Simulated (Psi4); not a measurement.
ethylene glycol (C$_{2}$H$_{6}$O$_{2}$), singlet, at a GFN2-xTB geometry; WB97X/STO-3G run with Psi4.

The Psi4 input:
```
memory 2 GB

molecule {
0 1
  O     1.38862697   -0.50655432    0.02194566
  C     0.63163470    0.66843375   -0.19835464
  C    -0.80964679    0.23574802   -0.47099206
  O    -1.37630039   -0.40343259    0.64080028
  H     2.30215418   -0.26736004    0.20373679
  H     0.65745438    1.31370296    0.68995200
  H     1.01699273    1.22851647   -1.06037086
  H    -1.42832720    1.11028504   -0.68117583
  H    -0.81625899   -0.43066573   -1.34505395
  H    -0.76255508   -1.09967399    0.90702455
}

set basis sto-3g

energy('wb97x')
print_variables()
```

The log (banner, timings and long lists left out):

```
   => Loading Basis Set <=

    Name: STO-3G
    Role: ORBITAL
    Keyword: BASIS

         ---------------------------------------------------------
                                   SCF
               by Justin Turney, Rob Parrish, Andy Simmonett
                          and Daniel G. A. Smith
                              RKS Reference
         ---------------------------------------------------------

  ==> Geometry <==

    Molecular point group: c1
    Full point group: C1

    Geometry (in Angstrom), charge = 0, multiplicity = 1:

       Center              X                  Y                   Z               Mass
    ------------   -----------------  -----------------  -----------------  -----------------
         O            1.404132875017    -0.476964404299     0.001434361270    15.994914619570
         C            0.647140605017     0.698023665701    -0.218865938730    12.000000000000
         C           -0.794140884983     0.265337935701    -0.491503358730    12.000000000000
         O           -1.360794484983    -0.373842674299     0.620288981270    15.994914619570
         H            2.317660085017    -0.237770124299     0.183225491270     1.007825032230
         H            0.672960285017     1.343292875701     0.669440701270     1.007825032230
         H            1.032498635017     1.258106385701    -1.080882158730     1.007825032230
         H           -1.412821294983     1.139874955701    -0.701687128730     1.007825032230
         H           -0.800753084983    -0.401075814299    -1.365565248730     1.007825032230
         H           -0.747049174983    -1.070084074299     0.886513251270     1.007825032230

  Running in c1 symmetry.

  Rotational constants: A =      0.53022  B =      0.18289  C =      0.15311 [cm^-1]
  Rotational constants: A =  15895.71761  B =   5483.01565  C =   4590.13534 [MHz]
  Nuclear repulsion =  133.379710473944129

  Charge       = 0
  Multiplicity = 1
  Electrons    = 34
  Nalpha       = 17
  Nbeta        = 17

  ==> Algorithm <==

  SCF Algorithm Type is DF.
  DIIS enabled.
  MOM disabled.
  Fractional occupation disabled.
  Guess Type is SAD.
  Energy threshold   = 1.00e-06
  Density threshold  = 1.00e-06
  Integral threshold = 1.00e-12

  ==> Primary Basis <==

  Basis Set: STO-3G
    Blend: STO-3G
    Number of shells: 18
    Number of basis functions: 26
    Number of Cartesian functions: 26
    Spherical Harmonics?: true
    Max angular momentum: 1

  ==> DFT Potential <==

   => LibXC <=

[...]
   @DF-RKS iter   2:  -227.12830311005504   -6.15042e-02   6.89054e-03 ADIIS/DIIS
   @DF-RKS iter   3:  -227.14615986393648   -1.78568e-02   6.82706e-04 ADIIS/DIIS
   @DF-RKS iter   4:  -227.14643124772306   -2.71384e-04   1.00782e-04 ADIIS/DIIS
   @DF-RKS iter   5:  -227.14643836791421   -7.12019e-06   2.77906e-05 DIIS
   @DF-RKS iter   6:  -227.14643906547482   -6.97561e-07   3.86357e-06 DIIS
   @DF-RKS iter   7:  -227.14643908042331   -1.49485e-08   8.34656e-07 DIIS
  Energy and wave function converged.

  ==> Post-Iterations <==

   Electrons on quadrature grid:
      Ntotal   =   33.9999889778 ; deviation = -1.102e-05

    Orbital Energies [Eh]
    ---------------------

    Doubly Occupied:

[...]
    Virtual:

[...]
    Final Occupation by Irrep:
              A
    DOCC [    17 ]
    NA   [    17 ]
    NB   [    17 ]

  @DF-RKS Final Energy:  -227.14643908042331

   => Energetics <=

    Nuclear Repulsion Energy =            133.3797104739441295
    One-Electron Energy =                -575.9072324185290199
    Two-Electron Energy =                 236.6666890122659765
    DFT Exchange-Correlation Energy =     -21.2856061481043746
    Empirical Dispersion Energy =           0.0000000000000000
    VV10 Nonlocal Energy =                  0.0000000000000000
    Total Energy =                       -227.1464390804233062

Computation Completed

Properties will be evaluated at   0.000000,   0.000000,   0.000000 [a0]

Properties computed using the SCF density matrix

 Multipole Moments:

 ------------------------------------------------------------------------------------
     Multipole            Electronic (a.u.)      Nuclear  (a.u.)        Total (a.u.)
 ------------------------------------------------------------------------------------

 L = 1.  Multiply by 2.5417464519 to convert [e a0] to [Debye]
 Dipole X            :         -0.2402560            0.9962653            0.7560093
 Dipole Y            :         -1.6080705            1.9011725            0.2931020
 Dipole Z            :          1.1798141           -1.3178650           -0.1380509
 Magnitude           :                                                    0.8225065

 ------------------------------------------------------------------------------------

  Variable Map:
  ----------------------------------------------------------------------------
[...]
  Array Variable Map:
  ----------------------------------------------------------------------------
[...]
[...]
```
